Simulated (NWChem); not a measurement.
All runs are NWChem calculations. System: F2Sn, charge 0, spin multiplicity 1, at a geometry optimised with PBE/def2-SVP with def2 effective core potentials on Sn. The structure started from a generated list of species. Level: G0W0@PBE/def2-QZVP with def2 effective core potentials on Sn, RI basis def2-qzvp-rifit, no spin-orbit coupling.

Output (cleaned and shortened):

```
             Northwest Computational Chemistry Package (NWChem) 7.3.0
             --------------------------------------------------------

                                NWChem Input Module
                                -------------------

 Scaling coordinates for geometry "geometry" by  1.889725989
 (inverse scale =  0.529177249)

 Turning off AUTOSYM since
 SYMMETRY directive was detected!

                             Geometry "geometry" -> ""
                             -------------------------

 Output coordinates in angstroms (scale by  1.889725989 to convert to a.u.)

  No.       Tag          Charge          X              Y              Z
 ---- ---------------- ---------- -------------- -------------- --------------
    1 Sn                  50.0000     0.00000000     0.00000000    -0.34717000
    2 F                    9.0000     1.47520500     0.00000000     0.96436100
    3 F                    9.0000    -1.47520500     0.00000000     0.96436100

 Effective nuclear repulsion energy (a.u.)     255.8044540316

            Nuclear Dipole moment (a.u.)
            ----------------------------
        X                 Y               Z
 ---------------- ---------------- ----------------
     0.0000000000     0.0000000000    -0.0000037795

      Symmetry information
      --------------------

 Group name             C2v
 Group number             16
 Group order               4
 No. of unique centers     2

      Symmetry unique atoms

     1    2


 Summary of "ao basis" -> "" (spherical)
 ------------------------------------------------------------------------------
       Tag                 Description            Shells   Functions and Types
 ---------------- ------------------------------  ------  ---------------------
 *                         def2-qzvp                  on all atoms

 Summary of "ri basis" -> "" (spherical)
 ------------------------------------------------------------------------------
       Tag                 Description            Shells   Functions and Types
 ---------------- ------------------------------  ------  ---------------------
 *                      def2-qzvp-rifit               on all atoms

  pbe96 is a nonlocal functional; adding pw91lda local functional.

                                 NWChem DFT Module
                                 -----------------

 Summary of "ao basis" -> "ao basis" (spherical)
 ------------------------------------------------------------------------------
       Tag                 Description            Shells   Functions and Types
 ---------------- ------------------------------  ------  ---------------------
 Sn                        def2-qzvp                22       82   7s6p4d4f1g
 F                         def2-qzvp                17       57   7s4p3d2f1g

 Summary of "ao basis" -> "ao basis" (spherical)
 ------------------------------------------------------------------------------
       Tag                 Description            Shells   Functions and Types
 ---------------- ------------------------------  ------  ---------------------
 Sn                        def2-qzvp                22       82   7s6p4d4f1g
 F                         def2-qzvp                17       57   7s4p3d2f1g

      Symmetry analysis of basis
      --------------------------

        a1         69
        a2         30
        b1         57
        b2         40

            General Information
            -------------------
          SCF calculation type: DFT
          Wavefunction type:  closed shell.
          No. of atoms     :     3
          No. of electrons :    40
           Alpha electrons :    20
            Beta electrons :    20
          Charge           :     0
          Spin multiplicity:     1
          Use of symmetry is: on ; symmetry adaption is: on
          Maximum number of iterations: 100
          This is a Direct SCF calculation.
          AO basis - number of functions:   196
                     number of shells:    56
          Convergence on energy requested:  1.00D-06
          Convergence on density requested:  1.00D-05
          Convergence on gradient requested:  5.00D-04

              XC Information
              --------------
[...]
              MO Center=  2.0D-14,  6.0D-16,  9.4D-01, r^2= 2.7D+00
   Bfn.  Coefficient  Atom+Function         Bfn.  Coefficient  Atom+Function
  ----- ------------  ---------------      ----- ------------  ---------------
    91      0.268552  2 F  py               148     -0.268552  3 F  py
    94      0.238439  2 F  py               151     -0.238439  3 F  py
    97      0.226614  2 F  py               154     -0.226614  3 F  py
   100      0.125272  2 F  py               157     -0.125272  3 F  py
    26     -0.073606  1 Sn d -2              41      0.029506  1 Sn d -2

 Vector   19  Occ=2.000000D+00  E=-3.122465D-01  Symmetry=b1
              MO Center=  4.5D-14, -5.9D-16,  9.2D-01, r^2= 2.7D+00
   Bfn.  Coefficient  Atom+Function         Bfn.  Coefficient  Atom+Function
  ----- ------------  ---------------      ----- ------------  ---------------
    90      0.231920  2 F  px               147      0.231920  3 F  px
    93      0.206592  2 F  px               150      0.206592  3 F  px
    96      0.194848  2 F  px               153      0.194848  3 F  px
    92     -0.143064  2 F  pz               149      0.143064  3 F  pz
    95     -0.126624  2 F  pz               152      0.126624  3 F  pz

 Vector   20  Occ=2.000000D+00  E=-2.797019D-01  Symmetry=a1
              MO Center=  1.9D-14, -4.3D-14, -2.1D-02, r^2= 3.3D+00
   Bfn.  Coefficient  Atom+Function         Bfn.  Coefficient  Atom+Function
  ----- ------------  ---------------      ----- ------------  ---------------
     6      0.391944  1 Sn s                  5      0.280242  1 Sn s
     3     -0.277283  1 Sn s                 92      0.191734  2 F  pz
   149      0.191734  3 F  pz                 7      0.184548  1 Sn s
    19     -0.180501  1 Sn pz                95      0.171894  2 F  pz
   152      0.171894  3 F  pz                98      0.159594  2 F  pz

 Vector   21  Occ=0.000000D+00  E=-1.331417D-01  Symmetry=b2
              MO Center=  7.4D-15,  5.1D-14, -4.3D-01, r^2= 3.3D+00
   Bfn.  Coefficient  Atom+Function         Bfn.  Coefficient  Atom+Function
  ----- ------------  ---------------      ----- ------------  ---------------
    21      0.470234  1 Sn py                18      0.395487  1 Sn py
     9     -0.283056  1 Sn py                15      0.160597  1 Sn py
    24      0.161135  1 Sn py                91     -0.099407  2 F  py
   148     -0.099407  3 F  py                94     -0.091645  2 F  py
   151     -0.091645  3 F  py               100     -0.079087  2 F  py

 Vector   22  Occ=0.000000D+00  E=-5.920174D-02  Symmetry=b1
              MO Center=  1.6D-14,  5.1D-15, -7.0D-01, r^2= 4.8D+00
   Bfn.  Coefficient  Atom+Function         Bfn.  Coefficient  Atom+Function
  ----- ------------  ---------------      ----- ------------  ---------------
    23      0.461056  1 Sn px                17      0.309521  1 Sn px
    20      0.290407  1 Sn px                 8     -0.217165  1 Sn px
    44      0.206741  1 Sn d  1              14      0.126471  1 Sn px
    29     -0.126503  1 Sn d  1              92      0.098006  2 F  pz
   149     -0.098006  3 F  pz                88     -0.095849  2 F  s

 Vector   23  Occ=0.000000D+00  E=-4.453086D-02  Symmetry=a1
              MO Center= -7.9D-15, -8.2D-16, -4.7D-01, r^2= 5.4D+00
   Bfn.  Coefficient  Atom+Function         Bfn.  Coefficient  Atom+Function
  ----- ------------  ---------------      ----- ------------  ---------------
    25      0.541999  1 Sn pz                 5      0.281126  1 Sn s
    19      0.273198  1 Sn pz                22      0.224640  1 Sn pz
    43     -0.188613  1 Sn d  0              10     -0.186701  1 Sn pz
     3     -0.167213  1 Sn s                  6      0.143389  1 Sn s
    88     -0.110892  2 F  s                145     -0.110892  3 F  s

 center of mass
 --------------
 x =   0.00000000 y =   0.00000000 z =  -0.05199322

 moments of inertia (a.u.)
 ------------------
         176.514357116330           0.000000000000           0.000000000000
           0.000000000000         471.804837158772           0.000000000000
           0.000000000000           0.000000000000         295.290480042442

     Multipole analysis of the density
     ---------------------------------

     L   x y z        total         alpha         beta         nuclear
     -   - - -        -----         -----         ----         -------
     0   0 0 0      0.000000    -20.000000    -20.000000     40.000000

     1   1 0 0     -0.000000     -0.000000     -0.000000      0.000000
     1   0 1 0     -0.000000     -0.000000     -0.000000      0.000000
     1   0 0 1     -1.487487     -9.928528     -9.928528     18.369569

     2   2 0 0    -29.622534    -84.754376    -84.754376    139.886218
     2   1 1 0      0.000000      0.000000      0.000000      0.000000
     2   1 0 1      0.000000      0.000000      0.000000      0.000000
     2   0 2 0    -22.208628    -11.104314    -11.104314      0.000000
     2   0 1 1     -0.000000     -0.000000     -0.000000      0.000000
     2   0 0 2    -26.760169    -48.004147    -48.004147     69.248125

 Task  times  cpu:      113.3s     wall:      113.3s

                                NWChem Input Module
                                -------------------

                                 NWChem GW Module
                                 ----------------

                             ***********************
                             ***        GW       ***
                             ***********************

 Summary of "ri basis" -> "ri basis" (spherical)
 ------------------------------------------------------------------------------
       Tag                 Description            Shells   Functions and Types
 ---------------- ------------------------------  ------  ---------------------
 Sn                     def2-qzvp-rifit             50      276   10s10p9d8f6g5h2i
 F                      def2-qzvp-rifit             33      141   9s8p7d5f3g1h

                 Memory Information
                 ------------------
          Available GA per process is          1699.7 MBs
          Available stack per process is        700.0 MBs
          Available heap per process is           0.1 MBs

          Peak memory in Initialization
              Peak GA per process is                 21.1 MBs
              Peak stack per process is               0.5 MBs
              Peak heap per process is               22.0 MBs
              Memory not in MA per process            0.0 MBs

          Peak memory in CDGW Calculation
              Peak GA per process is                 26.2 MBs
              Peak stack per process is               4.8 MBs
              Peak heap per process is                4.6 MBs
              Memory not in MA per process            0.0 MBs

          Computing 2-center integrals
          Computing Inverse Cholesky factor
          Computing 3-center integrals
          Computing Vxc

          Computing Sigma_x
          Computing W(iw) on the imaginary grid
          Solving quasiparticle equations

                  Alpha Orbitals
          State     Energy (eV)     Error (eV)
          -----------------------------------
@GW        17        -12.370           0.004
@GW        18        -11.904           0.007
@GW        19        -11.924           0.003
@GW        20        -10.963           0.003
@GW        21         -1.069           0.002
@GW        22          0.731           0.002

     GW Timing Statistics
   ------------------------
   Init.   :          0.6s
     ERIs  :          8.7s
     Distr.:          0.1s
     Vxc   :          0.3s
   Vmo     :          0.0s
   iW      :          9.7s
   I_n     :          0.0s
   R_n     :          2.3s
   GW total:         21.6s

 Task  times  cpu:       21.6s     wall:       21.6s

 Total times  cpu:      135.0s     wall:      135.0s
```

Problem. Write an NWChem input that would produce this output.

Solution. One answer among several that fit: 
```
start mol
memory heap 200 mb stack 700 mb global 1700 mb
geometry units angstroms nocenter noautoz
  Sn     0.000000     0.000000    -0.347170
  F      1.475205     0.000000     0.964361
  F     -1.475205     0.000000     0.964361
  symmetry group C2v
end
basis spherical
  * library def2-qzvp
end
ecp
  Sn library def2-ecp
end
basis "ri basis" bse spherical
  * library def2-qzvp-rifit
end
dft
  xc xpbe96 cpbe96
  iterations 100
  direct
  tolerances tight
end
task dft energy
gw
  method cdgw
  states alpha occ 4 vir 2
end
task dft gw
```
